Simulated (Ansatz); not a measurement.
`C=C=C(O)[SiH3]` + `NC(S)N[SiH3]` → `C=C=C(O)[SiH2]S` + `NCN[SiH3]`  (redistribution)

Isolated molecules relaxed with PBE0-D4/def2-TZVP in Ansatz; ΔE leaves out vibrations. CBS: MP2 limit from def2 TZ/QZ plus the TZ coupled-cluster correction, frozen cores. DFT in def2-TZVPP. B3LYP here is the variant with VWN-RPA as its local correlation; programs differ in this. One conformer a species, not always the lowest.

Q: Is it downhill or uphill in electronic energy at CCSD(T)/CBS, and by how much? (An estimate is asked.)

A: The calculation gave: Downhill: ΔE = -22.3 kcal/mol.

Q: What do these levels give: PBE-D4, r2SCAN-D4, PBE, B3LYP, CCSD/def2-TZVPP, HF/CBS(def2)? (Best estimate.)

A: Computed: PBE-D4 -21.3, r2SCAN-D4 -22.3, PBE -21.9, B3LYP -22.6, CCSD/def2-TZVPP -22.5, HF/CBS(def2) -24.6 kcal/mol.

Largest T1 diagnostic among the species: 0.013.

From PBE to PBE0 (25 % exact exchange), in def2-TZVPP and without D4, ΔE moves by −1.1 kcal/mol. The D4 term adds +1.0 kcal/mol with B3LYP and +0.5 kcal/mol with PBE0; it sums over pairs of atoms, weighted by their polarisabilities, and B3LYP, whose exchange is more repulsive, gets the larger term.
